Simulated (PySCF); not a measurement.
**SMILES CC(=O)[C@H]1C[C@@H]1[SiH2]N, C5H11NOSi**

Geometry:
```csv
atom,x (Å),y (Å),z (Å)
C1,2.541,1.488,0.332
C2,1.968,0.111,0.090
O3,2.647,-0.891,0.131
C4,0.517,0.088,-0.191
C5,-0.019,-1.022,-1.061
C6,-0.294,-1.054,0.400
Si7,-1.995,-0.715,1.132
N8,-2.716,0.520,0.167
H9,3.600,1.418,0.566
H10,2.404,2.099,-0.558
H11,2.014,1.965,1.156
H12,0.033,1.053,-0.255
H13,0.711,-1.715,-1.455
H14,-0.812,-0.775,-1.751
H15,0.310,-1.767,0.949
H16,-1.880,-0.123,2.465
H17,-2.718,-1.996,1.180
H18,-2.730,0.414,-0.835
H19,-3.591,0.912,0.474
```

Computed with TDDFT B3LYP/def2-SVPD circular dichroism and optical rotation, one conformer, gas phase in PySCF. Geometry: GFN2-xTB.

The molecule is flexible and this is one conformer; a measurement averages over conformers. States above about 7.0 eV (minus the energy of the highest occupied orbital) lie near or above the ionisation threshold and depend on the basis.

Problem. Draw the ECD and absorption spectra from the lowest 16 states, each a Gaussian of half-width 0.2 eV at 1/e height.

Solution. 
| E (eV) | λ (nm) | Δε (L mol⁻¹ cm⁻¹) | ε (L mol⁻¹ cm⁻¹) |
| --- | --- | --- | --- |
| 3.99 | 311 | +0.01 | 0.0532 |
| 4.14 | 299 | +0.18 | 1.29 |
| 4.29 | 289 | +1.42 | 10.1 |
| 4.44 | 279 | +3.62 | 25.9 |
| 4.59 | 270 | +3.00 | 21.4 |
| 4.74 | 261 | +0.81 | 5.77 |
| 4.89 | 253 | +0.07 | 0.504 |
| 5.04 | 246 | 0.00 | 0 |
| 5.19 | 239 | 0.00 | 0 |
| 5.34 | 232 | 0.00 | 0.116 |
| 5.49 | 226 | -0.06 | 5.87 |
| 5.64 | 220 | -0.91 | 96.9 |
| 5.79 | 214 | -4.72 | 534 |
| 5.94 | 209 | -5.70 | 1200 |
| 6.09 | 204 | +11.02 | 2140 |
| 6.24 | 199 | +29.13 | 3290 |
| 6.39 | 194 | +16.98 | 5160 |
| 6.54 | 190 | -2.38 | 11500 |
| 6.69 | 185 | +3.51 | 14300 |
| 6.84 | 181 | +24.12 | 11400 |
| 6.99 | 177 | +19.10 | 7010 |
| 7.14 | 174 | +7.05 | 4790 |
| 7.29 | 170 | +8.74 | 5990 |
| 7.44 | 167 | +19.04 | 6390 |

Δε uses R in velocity form, ε uses f in length form. Only the states computed contribute, so the short-wavelength end is incomplete.
